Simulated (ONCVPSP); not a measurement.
# Which change was made? (Ga, ONCV)

gallium, optimised norm-conserving Vanderbilt (ONCV), made with ONCVPSP 4.0.1 (revPBE, scalar-relativistic). Core [Ar], reference 3d10 4s1.75 4p1.25. Waves: 4s: rc 1.70 bohr, ncon 3, nbas 7, qcut 4 1/bohr, 2 projectors, debl 2.6 Ha; 4p: rc 2.85 bohr, ncon 4, nbas 7, qcut 2.9 1/bohr, 2 projectors, debl 3.2 Ha; 3d: rc 1.15 bohr, ncon 4, nbas 8, qcut 14.7 1/bohr, 2 projectors, debl 3.4 Ha. Local part: polynomial inside 1.05 bohr (lpopt 3, dvloc0 2 Ha). Core correction: polynomial model core, fcfact 0.4.

Cutoffs, loose and tight: the cutoffs (Ha) at which the residual kinetic energy of the hardest occupied pseudo-wave falls to 1 and 0.1 mHa per electron. They do not see the model core or the augmentation charge, which bear on the density cutoff. Test errors are all-electron minus pseudo excitation energies from the reference, over the configurations 3d10 4s2 4p1; 3d10 4s2 4p0; 3d10 4s1 4p0; 3d10 4s1 4p2; variants that change the core or the reference have their own tests.

The base gives: outcome: generated; cutoff, loose: 82 Ha; cutoff, tight: 92 Ha; bound ghosts: none; GHOST(+) flags above zero: s; largest test error (meV): -30.

Q: After one change the result is: outcome: generated; cutoff, loose: 66 Ha; cutoff, tight: 109 Ha; bound ghosts: none; GHOST(+) flags above zero: s; largest test error (meV): -26. Which change was it?
A. s: qcut 5.6; p: qcut 4.1; d: qcut 20.8
B. s: qcut 2.8; p: qcut 2; d: qcut 10.1
C. s: qcut 3.3; p: qcut 2.4; d: qcut 12

A: C. The others give: s: qcut 5.6; p: qcut 4.1; d: qcut 20.8 → outcome: failed: ERROR pspot: first pseudo wave function has node, program will stop | s: qcut 2.8; p: qcut 2; d: qcut 10.1 → outcome: generated; cutoff, loose: 156 Ha; cutoff, tight: 188 Ha; bound ghosts: none; GHOST(+) flags above zero: s; largest test error (meV): -20.
